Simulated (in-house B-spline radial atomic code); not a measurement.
**HSE06 excitations of As⁵⁺**

Method: HSE06. Computed with an all-electron radial atomic-structure program (B-spline basis): linear response of the closed shell [Ar] 3d10 with the functional's adiabatic kernel; non-relativistic, point nucleus, no spin-orbit coupling, no double excitations, S, P, D and F terms only. Only terms of natural parity with L up to 3 were computed.

Without relativity these are model numbers for so heavy an element.

Command:
```bash
python run_td.py task.json out
```
Settings (radii: box in bohr, nucleus in fm):
```
Z                        33
electrons                28
configuration            [Ar] 3d10
hamiltonian              nr
method                   hse06
box_radius               16.35
intervals                54
```

Run time, properties included: 2 s on 1 thread of Arm Neoverse N1 (shared host).

The lowest states, in the order of their Tamm-Dancoff energies; the method's threshold (minus the highest occupied level) is 111.79 eV. Labels give the largest channel, * marks a mixed state, and oscillator strengths are full-response dipole values. Semilocal kernels can invert the small singlet-triplet splittings of Rydberg terms. Energies in eV:

```csv
state,full response,Tamm-Dancoff,oscillator strength
3d → 4s 3D,40.17,40.19,-
3d → 4s 1D,?,?,-
3d → 4p 3P,52.52,52.55,-
3d → 4p 3F,52.83,52.85,-
3d → 4p 1F,53.34,53.34,-
3d → 4p 1P,54.36,54.44,0.549
3d → 4d 3S,71.17,71.22,-
3d → 4d 3D,72.23,72.24,-
3d → 4d 1D,72.89,72.90,-
3d → 4d 1S,77.20,77.83,-
3d → 5s 3D,78.60,78.60,-
3d → 5s 1D,78.79,78.79,-
3d → 5p 3P,83.09,83.10,-
3d → 5p 3F,83.19,83.20,-
3d → 5p 1F,83.35,83.35,-
3d → 5p 1P,?,?,?
3d → 4f 3P,86.66,86.66,-
3d → 4f 3F,86.90,86.90,-
3d → 4f 1F,86.98,86.99,-
3d → 4f 1P,87.33,87.37,0.654
3d → 5d 3S,90.10,90.11,-
3d → 5d 3D,90.44,90.44,-
```

Where does 3d → 4s 1D lie?

At 40.90 eV in full response, 40.91 eV in Tamm-Dancoff.

Where does 3d → 5p 1P lie?

At 83.59 eV in full response, 83.61 eV in Tamm-Dancoff, oscillator strength 0.0516.

How large is the singlet-triplet splitting of 3d → 4s (D terms) in Tamm-Dancoff?

0.717 eV, from the unrounded values.

What polarisabilities and dispersion coefficient does the method give?

Dipole 0.5351 bohr³, quadrupole 0.6121 bohr⁵, C6 0.8862 hartree·bohr⁶ for two such species.
